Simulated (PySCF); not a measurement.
**Ionisation energy of F²⁺ by level of theory**

F²⁺ [He] 2s2 2p3 (4S) → F³⁺ [He] 2s2 2p2 (3P), as a difference of total energies. Calculation: PySCF 2.14, in def2-TZVP (5s3p2d1f, 31 functions); the non-relativistic Hamiltonian (point nucleus). Correlated levels: valence: 1s2 frozen. The calculations carry no spin-orbit coupling.

| method | ionisation energy (eV) |
| --- | --- |
| UHF | 62.258 |
| BP86 | 62.860 |
| MP2 (valence) | 62.824 |
| SCS-MP2 (valence) | 62.571 |
| CCSD(T) (valence) | 62.604 |

Task: Estimate what CCSD (valence) gives.

Result: 62.603 eV, closest to CCSD(T) (valence) among the rows shown.

Task: Estimate what M06-L gives.

Result: 63.140 eV, closest to BP86 among the rows shown.

Errors of the correlated levels include the incompleteness of this basis and the frozen core.

For comparison: 62.708 eV (semi-empirical (NIST evaluation); NIST Atomic Spectra Database, ionization energies).
